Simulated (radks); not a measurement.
Numerical settings for neutral erbium, [Xe] 4f12 6s2. Method: non-relativistic Kohn-Sham, PBE, spin-polarised, spherical densities, point nucleus; open shells are filled with parallel spins first (spin-orbit coupling, left out, can overturn this in heavy ions); relativity is left out, which matters for an element this heavy; computed with a radial shooting solver on a logarithmic mesh with Libxc functionals. The defaults (mesh step 0.008 in ln r, mesh end at 40 bohr or more with all orbitals vanishing there, Anderson mixing 0.5 over 9 steps, residual threshold near 1e-9 with the energy settled to 1e-9 hartree or 1e-11 of itself, here a cap of 53 iterations) give E = -12501.7539 hartree and 6s at -3.530 eV in 15 iterations. Run on one thread of a shared host, so times are rough (Intel(R) Xeon(R) 6975P-C): 0.2 s of CPU time, 0.2 s wall, 15 iterations on 2728 mesh points. Changes against that run (0 stands for a change within the tolerance of the run):

setting,iterations,converged,E (mhartree),e(6s) (meV),CPU (s)
mesh step in ln r 0.2,4,no,diverged,-,0.01
mesh step in ln r 0.03,15,yes,-0.0049,0,0.06
mesh step in ln r 0.12,4,no,diverged,-,0.01
mesh end (bohr) 20,15,yes,0,+0.0289,0.19
mesh end (bohr) 12,15,yes,+0.535,+35.7,0.18
residual threshold 0.01,10,yes,0,-0.00608,0.15
residual threshold 1e-05,11,yes,0,+0.0544,0.16
mixing 1.5,16,yes,0,0,0.2
"linear mixing, mixing 0.2",53,no,0,+0.00548,0.51
"linear mixing, mixing 1",53,no,+2.43e+05,-5.74e+05,2.6
mixing history 3,21,yes,0,0,0.24
iteration cap 2,2,no,+645,-2.9e+03,0.05

No run marked as converged misses the energy by more than 1 mhartree. A mesh that ends early acts as a hard wall.
